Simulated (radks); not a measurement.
The numbers below are computed, except where a source is named.
Q: Valence configurations of Sm (all share [Xe]). Code: a radial shooting solver on a logarithmic mesh with Libxc functionals. Model: Dirac Kohn-Sham, BLYP, spin-unpolarised, spherical densities, finite nucleus; open shells are shared between the two j in proportion to 2j + 1; Fermi nuclear charge, rms radius 5.0819 fm. Order these by energy: 4f5 6s2 6p1; 4f6 5d1 6p1; 4f6 5d0.5 6s1.5; 4f5 5d1 6s1 6p1; 4f4 6s2 6p2; 4f6 5d1 6s1; 4f4 5d1 6s2 6p1; 4f6 6p2; 4f6 6s2.

A: From the lowest, in eV above it: 4f6 6s2 0.000; 4f6 5d0.5 6s1.5 0.986; 4f6 5d1 6s1 2.026; 4f6 5d1 6p1 4.311; 4f5 6s2 6p1 4.841; 4f6 6p2 5.174; 4f5 5d1 6s1 6p1 5.557; 4f4 5d1 6s2 6p1 13.624; 4f4 6s2 6p2 18.274. NIST lists [Xe] 4f6 6s2 as the ground configuration; this level of theory agrees among the configurations tried. The energies are those of spherical spin-averaged densities, not of single terms. No valid solution was reached for [Xe] 4f6.5 6s1.5.
